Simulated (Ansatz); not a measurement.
Basis-set extrapolation for `COBO[SiH3]` (PBE0-D4/def2-TZVP geometry, frozen core, the Gaussian-basis code of Ansatz). Multiplicity 1, RHF reference.

```
                      def2-TZVPP   def2-QZVPP
                 HF  -505.526315  -505.546560
    MP2 correlation    -0.866838    -0.931997
CCSD(T) correlation    -0.943120      not run
```

Energies in hartree. Use E(X) = E(∞) + A·exp(−7.88·√X) for Hartree–Fock and E(X) = E(∞) + B·X^(−2.97) for correlation, with X = 3 and 4, and add CCSD(T) minus MP2 of the smaller set to the MP2 limit.

Problem. What is the CCSD(T) energy at the basis-set limit?

Solution. HF limit: -505.546560 + (-0.020245) × 0.13774 = -505.54935. MP2 limit: -0.931997 + (-0.065159) × 0.74074 = -0.98026. Higher-order term: -0.943120 − (-0.866838) = -0.07628. Total: -506.60589 hartree, 3.71 eV below CCSD(T)/def2-TZVPP.
